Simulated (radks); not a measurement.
Values are calculated unless marked as measured or tabulated.
Valence configurations of Cu I (all share [Ar]). Level of theory: non-relativistic Kohn-Sham, PBEsol, spin-polarised, spherical densities, point nucleus; open shells are filled with parallel spins first (a radial shooting solver on a logarithmic mesh with Libxc functionals). Order these by energy: 3d8 4s1 4p2; 3d10 4s1; 3d8 4s2 4p1; 3d9.5 4s1 4p0.5; 3d9 4s2; 3d9.5 4s0.5 4p1; 3d9.5 4s1.5; 3d10 4p1; 3d10 4s0.5 4p0.5; 3d9 4s1 4p1.

Answer. From the lowest, in eV above it: 3d10 4s1 0.000; 3d9.5 4s1.5 0.899; 3d10 4s0.5 4p0.5 1.996; 3d9 4s2 2.425; 3d9.5 4s1 4p0.5 2.561; 3d10 4p1 4.045; 3d9.5 4s0.5 4p1 4.823; 3d9 4s1 4p1 6.178; 3d8 4s2 4p1 13.168; 3d8 4s1 4p2 17.015. NIST lists [Ar] 3d10 4s1 as the ground configuration; this level of theory agrees among the configurations tried. The energies are those of spherical high-spin densities, not of single terms.
